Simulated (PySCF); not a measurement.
A structure optimised at PBE-D3(BJ)/def2-SVP, used in a PySCF frequency run:

```
O
C 1 1.4193
H 2 1.1096 1 108.12
H 2 1.1134 3 108.09 1 -121.49
H 2 1.1163 3 107.74 4 -116.37
Ge 1 1.7828 2 119.46 3 167.91
F 6 1.7620 1 108.12 2 67.56
H 6 1.5402 7 108.18 1 -113.99
H 6 1.5514 8 118.66 1 -124.44
```
Charge 0, spin multiplicity 1.

Q: Write its SMILES and formula.

A: C[O][GeH2][F], CH5FGeO

Q: What are its rotational constants (standard atomic weights)?

A: 8.7415, 3.2903, 2.6509 GHz
